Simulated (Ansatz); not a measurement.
Reaction (redistribution): `[SiH3][AlH][SnH3]` + `BP(N)[SiH3]` → `B[P]([SiH3])[SnH3]` + `[NH2][AlH][SiH3]`

Calculated with Ansatz (gas phase, PBE0-D4/def2-TZVP geometries, no zero-point term in ΔE). CCSD(T)/CBS adds triple-zeta CCSD(T) − MP2 to the extrapolated MP2 energy (def2 sets, frozen cores). Functionals use def2-TZVPP. Elements past krypton have def2 core potentials. For Sn outer-core shells are correlated without core-valence functions, which leaves a few kJ/mol of doubt a bond. One conformer a species, not always the lowest.

| species | RPA@PBE/def2-TZVPP energy (Eh) |
| --- | --- |
| `[SiH3][AlH][SnH3]` | -749.16642 |
| `BP(N)[SiH3]` | -713.94961 |
| `B[P]([SiH3])[SnH3]` | -873.56200 |
| `[NH2][AlH][SiH3]` | -589.60756 |

Task: Work out ΔE.

Result: ΔE = (-873.56200) + (-589.60756) − (-749.16642) − (-713.94961) = -0.05353 Eh = -1.46 eV. CCSD(T)/CBS gives -1.49 eV.

Largest T1 diagnostic among the species: 0.016.

From BLYP to BHLYP (50 % exact exchange), in def2-TZVPP and without D4, ΔE moves by −0.07 eV. In def2-TZVPP, CCSD(T) changes the Hartree–Fock value by −0.06 eV (the triples alone add −0.02 eV) and MP2 by −0.17 eV.
